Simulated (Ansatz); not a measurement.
Consider the atomization: `C[S][In]([CH3])[SiH2][InH2]` → 2 C• + 10 H• + 2 In• + S• + Si•.

Calculated with Ansatz (gas phase, PBE0-D4/def2-TZVP geometries, no zero-point term in ΔE). CCSD(T)/CBS adds triple-zeta CCSD(T) − MP2 to the extrapolated MP2 energy (def2 sets, frozen cores). This one scheme is used for every species, atoms too. For atomizations the MP2-based limit and the directly extrapolated one differ by several kJ/mol either way, and by 10 to 25 for some Ge, Se and Sn compounds, so smaller differences from it don't rank the levels. Functionals use def2-TZVPP. B3LYP here is the variant with VWN-RPA as its local correlation; programs differ in this. HSE06 is defined as in plane-wave codes. Open shells (•) are unrestricted, without spin–orbit coupling. Spin–orbit coupling would lower the free atoms: a little for C, S, Si; strongly for In. def2 core potentials past Kr. For In outer-core shells are correlated without core-valence functions, so the limit isn't a true one: a few kJ/mol of doubt a bond, and 10 to 20 or more in all where bonds break to atoms. Each species was taken in one conformer, which may not be the lowest.

`C[S][In]([CH3])[SiH2][InH2]`:

Z-matrix (Å, degrees):
```
C
S 1 1.814
H 1 1.094 2 111.4
H 1 1.091 2 107.9 3 -117.5
H 1 1.093 2 111.4 3 125.0
In 2 2.407 1 104.4 3 -62.4
Si 6 2.576 2 115.5 1 0.1
C 6 2.150 2 112.1 1 -179.8
In 7 2.556 6 110.9 2 -0.4
H 7 1.493 6 106.7 2 122.8
H 7 1.493 6 106.7 2 -123.4
H 8 1.090 6 110.1 2 -3.8
H 8 1.091 6 109.6 2 116.5
H 8 1.091 6 109.9 2 -124.6
H 9 1.728 7 120.4 6 89.5
H 9 1.728 7 120.3 6 -88.9
```

(1) What is ΔE at CCSD(T)/CBS? (Estimate.)

(2) What do these levels give: BLYP-D4, B3LYP-D4, r2SCAN0-D4, HSE06-D4, BHLYP-D4, r2SCAN, B3LYP, r2SCANh, HSE06, CCSD/def2-SVP, MP2/def2-TZVPP, CCSD/CBS(def2)? (An estimate is asked.)

Largest T1 diagnostic among the species: 0.015.

Answers

(1) Ansatz gave: +4845.8 kJ/mol.

(2) Computed: BLYP-D4 4735.6, B3LYP-D4 4787.4, r2SCAN0-D4 4798.5, HSE06-D4 4815.8, BHLYP-D4 4719.9, r2SCAN 4827.6, B3LYP 4715.0, r2SCANh 4809.2, HSE06 4778.4, CCSD/def2-SVP 4483.3, MP2/def2-TZVPP 4711.1, CCSD/CBS(def2) 4777.1 kJ/mol.

From BLYP to BHLYP (50 % exact exchange), in def2-TZVPP and without D4, ΔE moves by +8.6 kJ/mol. In def2-TZVPP, CCSD(T) changes the Hartree–Fock value by +1186.5 kJ/mol (the triples alone add +68.7 kJ/mol) and MP2 by +1174.0 kJ/mol; breaking electron pairs costs correlation energy, which Hartree–Fock lacks. Leaving LDA and LC-ωPBE aside and taking each functional with its dispersion term where it has one, the values, not all of them listed here, spread over 140.7 kJ/mol, from BHLYP-D4 to B97M-V. LDA lies +653.1 kJ/mol from PBE without D4, its usual overbinding.
